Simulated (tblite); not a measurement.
C2H9BrSi2.
Geometry (GFN2-xTB, Å), atoms numbered from 1 in this order:
```
atom  x, y, z in Å
C1    -1.7264   -0.5832   -0.1539
C2    -1.1224    0.1615    1.0155
Br3   -0.6483   -1.1275    2.4438
Si4    0.4816    1.1382    0.6007
Si5    2.1344   -0.2870   -0.1719
H6    -2.6114   -1.1465    0.1419
H7    -2.0160    0.1346   -0.9206
H8    -1.0093   -1.2785   -0.5881
H9    -1.8740    0.8001    1.4807
H10    0.7982    1.8421    1.8492
H11    0.0277    2.1650   -0.3518
H12    2.6519    0.1954   -1.4555
H13    1.6538   -1.6545   -0.3923
H14    3.2595   -0.3603    0.7603
```

Computed values, GFN2-xTB/tblite, gas phase, harmonic and unscaled. Errors from tens to a few hundred cm⁻¹ against measured bands are possible. Modes of hydrogen on silicon can be 10 to 20 % off. One conformer, not necessarily the lowest. The optimisation stopped once no atom felt more than 0.01 eV/Å.

Lowest wavenumbers of the output (negative numbers stand for imaginary wavenumbers):
```
mode    cm-1
  1     -28.7
  2      52.5
  3      97.7
  4     157.5
  5     229.5
  6     256.7
  7     317.7
  8     376.9
```

Q: Is this structure a minimum?

A: Not by this Hessian. 1 mode is imaginary beyond 20i (29i cm⁻¹), so at this level the point lies at or near a first-order saddle. The curvature is small, so loose convergence or finite differences may be the whole cause.

Q: Which atoms move in the imaginary mode?

A: 29i: H14 (Si–H hydrogen) 32 %, H12 (Si–H hydrogen) 31 %, H13 (Si–H hydrogen) 23 %. These are shares of the mass-weighted motion.

Q: What is the remedy?

A: Step along that mode in both directions, optimise again with tighter thresholds and repeat the frequencies. The zero-point energy of this point (59.6 kcal/mol) counts the 35 real modes alone, and thermal corrections from it aren't those of a minimum.

Time: 0.38 s. Hardware: one thread, Arm Neoverse V2 (aarch64), shared host. This covers the Hessian and the dipole derivatives.
